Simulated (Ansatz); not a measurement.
A nudged elastic band was laid between two geometries of F3H3OSi2 + H2 (11 atoms, charge 0, multiplicity 1).

Level of theory: RKS PBE/def2-SVP in Ansatz.

```yaml
movable_images: 5
climbing_image: yes
spring: 5.0 eV/Å²
optimiser: quadratic models (default)
start_path: straight line
force_threshold: 0.03 eV/Å
iteration_limit: 60
end_points: relaxed
```

Image 0:

```xyz
11
Properties=species:S:1:pos:R:3
Si -0.258 0.532 0.006
O -0.851 0.670 1.510
Si -1.417 -0.154 2.874
H -2.525 -1.085 2.475
H -0.291 -0.933 3.489
H -1.921 0.882 3.830
F 1.106 1.372 -0.146
F -1.307 1.086 -1.081
F 0.061 -1.010 -0.361
H 1.163 -2.692 1.073
H 1.476 -3.138 1.615
```

Image 6:

```xyz
11
Properties=species:S:1:pos:R:3
Si -0.036 -0.432 -0.442
O 0.137 -0.819 2.092
Si -1.138 -0.447 3.162
H -2.295 -1.273 2.696
H -0.752 -0.836 4.564
H -1.477 1.017 3.146
F 1.286 0.384 0.054
F -1.389 0.281 0.114
F -0.078 -0.148 -2.042
H 0.025 -1.897 -0.277
H 0.954 -0.300 2.218
```

**Question.** Which bonds break or form, and what moves?

**Answer.** Bonds broken: Si1–O2, H10–H11. Bonds formed: Si1–H10, O2–H11. F3H3OSi2 + H2 becomes F3HSi + H4OSi.

**Question.** Give the energies along the band, and the barrier.

**Answer.** It converged. The highest image is number 4 of 0 to 6, 1.83 eV above the first end and 1.15 eV above the last; the last end lies 0.68 eV above the first. Neighbouring images differ by up to 1.7 eV, so the band resolves the path poorly. Another band between the same ends (5 images) ends at a top of the same energy, where a vibrational analysis finds 1 clearly imaginary mode. The orbitals stay closed-shell, which can raise the energy where a bond breaks towards radicals; this wasn't checked here.

```
image  path coordinate (Å)  energy (eV)  Si1–O2 (Å)  H10–H11 (Å)  Si1–H10 (Å)
    0                 0.00         0.00        1.62         0.77         3.68
    1                 1.42         0.00        1.62         0.77         3.41
    2                 2.84         0.01        1.62         0.77         3.27
    3                 4.26         0.10        1.63         0.77         2.85
    4                 5.68         1.83        1.82         1.15         1.68
    5                 7.33         0.91        2.26         2.16         1.49
    6                 8.98         0.68        2.57         3.11         1.48
```

**Question.** What is the geometry of the highest image?

**Answer.** 
```xyz
11
Properties=species:S:1:pos:R:3:forces:R:3
Si 0.046 -0.165 0.042 0.00 -0.01 0.00
O -0.136 -0.729 1.760 0.02 -0.01 0.00
Si -1.320 -0.475 3.012 0.00 0.00 0.00
H -2.644 -0.963 2.518 0.00 0.00 0.00
H -0.832 -1.297 4.164 0.00 0.00 0.00
H -1.344 0.981 3.348 0.00 0.00 0.00
F 1.096 1.024 -0.318 0.00 0.00 0.00
F -1.320 0.749 0.201 0.00 0.00 0.00
F -0.440 -1.120 -1.181 0.00 0.01 0.00
H 1.325 -1.211 0.357 0.00 0.01 0.00
H 0.806 -1.263 1.380 -0.02 0.01 0.00
```

Time of the run: 3.1 min on 4 threads of Arm Neoverse V2 (shared host), peak memory 0.17 GiB.
